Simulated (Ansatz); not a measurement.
Born–Oppenheimer molecular dynamics of AsH3 + H3N (8 atoms, charge 0, multiplicity 1). It starts from a relaxed structure.

The calculation used Ansatz 0.2.0, RKS PBE-D4/def2-SVP.

* ensemble: NVT, Langevin thermostat
* time step: 0.5 fs
* steps asked: 100
* set temperature: 700 K
* friction: 0.005 /fs
* temperature schedule: 25 steps to 700 K, then 75 steps to 10 K
* seed: 292231

Frames 1 fs apart, positions in Å, forces in eV/Å.

Velocities at 30.0 fs (Å/ps):

```
N 1.23 8.48 -3.75
H -33.61 16.40 -1.74
H 1.88 11.75 12.20
H -6.77 24.71 6.64
As 0.68 -2.83 0.05
H -1.50 -11.58 -28.90
H -2.89 33.98 1.58
H 8.07 2.69 12.62
```

```xyz
8
Properties=species:S:1:pos:R:3:forces:R:3 time_fs=30.0 energy_less_start_eV=0.175 T=334
N 0.116 0.458 -1.537 0.31 0.50 0.07
H 0.194 -0.107 -2.375 0.21 -0.43 -0.61
H -0.888 0.438 -1.333 -0.16 0.30 0.05
H 0.360 1.422 -1.850 -0.32 -0.45 0.26
As 0.346 0.214 1.530 -0.04 -0.39 0.67
H -0.972 0.579 0.891 -0.42 0.05 -0.30
H -0.087 -1.299 1.703 0.11 0.59 -0.13
H -0.359 0.575 2.886 0.31 -0.18 -0.01
8
Properties=species:S:1:pos:R:3:forces:R:3 time_fs=31.0 energy_less_start_eV=0.164 T=353
N 0.117 0.467 -1.540 0.15 0.82 0.24
H 0.162 -0.093 -2.380 0.29 -0.46 -0.83
H -0.887 0.452 -1.321 -0.07 0.30 0.10
H 0.352 1.445 -1.841 -0.33 -0.75 0.25
As 0.346 0.211 1.530 -0.17 0.17 0.57
H -0.977 0.567 0.861 -0.17 0.03 -0.10
H -0.091 -1.262 1.704 0.00 0.05 -0.07
H -0.350 0.577 2.898 0.30 -0.18 -0.16
8
Properties=species:S:1:pos:R:3:forces:R:3 time_fs=32.0 energy_less_start_eV=0.172 T=368
N 0.119 0.477 -1.544 -0.09 0.67 0.15
H 0.131 -0.084 -2.392 0.32 -0.21 -0.67
H -0.885 0.468 -1.309 0.05 0.26 0.13
H 0.339 1.464 -1.828 -0.24 -0.79 0.13
As 0.347 0.209 1.531 -0.26 0.81 0.39
H -0.984 0.556 0.831 0.08 0.00 0.12
H -0.096 -1.225 1.706 -0.15 -0.58 0.00
H -0.339 0.576 2.907 0.28 -0.16 -0.25
8
Properties=species:S:1:pos:R:3:forces:R:3 time_fs=33.0 energy_less_start_eV=0.203 T=320
N 0.121 0.486 -1.548 -0.42 0.14 -0.10
H 0.103 -0.077 -2.410 0.34 0.18 -0.24
H -0.883 0.488 -1.296 0.19 0.16 0.12
H 0.320 1.475 -1.815 -0.06 -0.56 -0.06
As 0.348 0.206 1.531 -0.27 1.40 0.17
H -0.991 0.543 0.802 0.30 -0.01 0.32
H -0.100 -1.193 1.709 -0.30 -1.19 0.08
H -0.324 0.574 2.912 0.22 -0.13 -0.28
8
Properties=species:S:1:pos:R:3:forces:R:3 time_fs=34.0 energy_less_start_eV=0.249 T=273
N 0.124 0.496 -1.552 -0.79 -0.57 -0.33
H 0.081 -0.070 -2.429 0.33 0.55 0.24
H -0.881 0.512 -1.281 0.36 0.02 0.07
H 0.301 1.479 -1.804 0.15 -0.08 -0.29
As 0.349 0.204 1.531 -0.25 1.77 -0.01
H -0.994 0.529 0.778 0.44 0.00 0.48
H -0.106 -1.172 1.714 -0.41 -1.61 0.14
H -0.307 0.573 2.918 0.16 -0.09 -0.31
8
Properties=species:S:1:pos:R:3:forces:R:3 time_fs=35.0 energy_less_start_eV=0.281 T=252
N 0.125 0.506 -1.556 -1.01 -1.15 -0.45
H 0.063 -0.058 -2.446 0.31 0.78 0.58
H -0.876 0.538 -1.264 0.40 -0.14 0.03
H 0.284 1.482 -1.796 0.36 0.43 -0.48
As 0.349 0.202 1.530 -0.24 1.72 -0.13
H -0.992 0.515 0.756 0.50 0.02 0.60
H -0.116 -1.169 1.721 -0.39 -1.63 0.14
H -0.289 0.569 2.921 0.09 -0.04 -0.29
8
Properties=species:S:1:pos:R:3:forces:R:3 time_fs=36.0 energy_less_start_eV=0.275 T=278
N 0.125 0.515 -1.561 -1.06 -1.31 -0.36
H 0.046 -0.039 -2.456 0.27 0.78 0.62
H -0.868 0.563 -1.246 0.35 -0.28 0.00
H 0.271 1.489 -1.792 0.50 0.75 -0.59
As 0.349 0.200 1.530 -0.24 1.25 -0.21
H -0.984 0.503 0.738 0.46 0.06 0.66
H -0.131 -1.183 1.730 -0.26 -1.26 0.10
H -0.270 0.566 2.920 -0.02 0.02 -0.21
8
Properties=species:S:1:pos:R:3:forces:R:3 time_fs=37.0 energy_less_start_eV=0.248 T=293
N 0.124 0.524 -1.566 -0.92 -0.96 -0.12
H 0.032 -0.014 -2.459 0.19 0.58 0.38
H -0.857 0.586 -1.227 0.22 -0.39 -0.02
H 0.261 1.501 -1.793 0.55 0.71 -0.59
As 0.349 0.199 1.530 -0.21 0.55 -0.22
H -0.970 0.493 0.726 0.34 0.10 0.66
H -0.148 -1.209 1.740 -0.05 -0.67 0.02
H -0.250 0.563 2.917 -0.13 0.07 -0.11
8
Properties=species:S:1:pos:R:3:forces:R:3 time_fs=38.0 energy_less_start_eV=0.232 T=316
N 0.123 0.532 -1.571 -0.61 -0.13 0.26
H 0.020 0.018 -2.458 0.07 0.19 -0.15
H -0.845 0.605 -1.210 0.05 -0.45 -0.01
H 0.257 1.519 -1.799 0.53 0.33 -0.46
As 0.349 0.198 1.529 -0.14 -0.18 -0.19
H -0.952 0.485 0.719 0.16 0.15 0.61
H -0.163 -1.243 1.751 0.16 -0.05 -0.08
H -0.231 0.560 2.914 -0.23 0.13 0.01
8
Properties=species:S:1:pos:R:3:forces:R:3 time_fs=39.0 energy_less_start_eV=0.252 T=293
N 0.121 0.540 -1.577 -0.24 0.89 0.69
H 0.009 0.052 -2.456 -0.07 -0.25 -0.78
H -0.833 0.618 -1.190 -0.09 -0.46 -0.01
H 0.254 1.541 -1.809 0.44 -0.22 -0.26
As 0.349 0.196 1.528 0.01 -0.80 -0.10
H -0.934 0.478 0.717 -0.07 0.19 0.52
H -0.174 -1.279 1.762 0.33 0.48 -0.15
H -0.216 0.559 2.911 -0.31 0.16 0.10
8
Properties=species:S:1:pos:R:3:forces:R:3 time_fs=40.0 energy_less_start_eV=0.293 T=249
N 0.119 0.548 -1.581 0.15 1.58 0.82
H -0.004 0.084 -2.462 -0.19 -0.52 -1.11
H -0.819 0.625 -1.170 -0.24 -0.42 -0.02
H 0.258 1.561 -1.821 0.32 -0.67 -0.05
As 0.349 0.195 1.528 0.20 -1.26 0.04
H -0.918 0.474 0.720 -0.32 0.24 0.40
H -0.183 -1.309 1.771 0.45 0.86 -0.22
H -0.204 0.559 2.911 -0.36 0.19 0.14
8
Properties=species:S:1:pos:R:3:forces:R:3 time_fs=41.0 energy_less_start_eV=0.322 T=206
N 0.118 0.557 -1.585 0.45 1.71 0.46
H -0.017 0.109 -2.476 -0.24 -0.51 -0.92
H -0.806 0.630 -1.151 -0.39 -0.34 -0.02
H 0.266 1.574 -1.834 0.20 -0.88 0.12
As 0.348 0.194 1.527 0.42 -1.54 0.25
H -0.903 0.473 0.726 -0.57 0.28 0.26
H -0.187 -1.330 1.781 0.51 1.10 -0.26
H -0.196 0.560 2.914 -0.38 0.19 0.12
```

Of the whole run (50 fs, mean temperature of the second half 280 K): The schedule's set-point averaged 240 K over the second half and the system 280 K, so it lags behind the ramp. A run of 0.05 ps of so small a system gives no equilibrium averages.

Time of the run: 54 s on 1 thread of Intel(R) Xeon(R) 6975P-C (Granite Rapids), with other jobs on the host, peak memory 0.12 GiB.
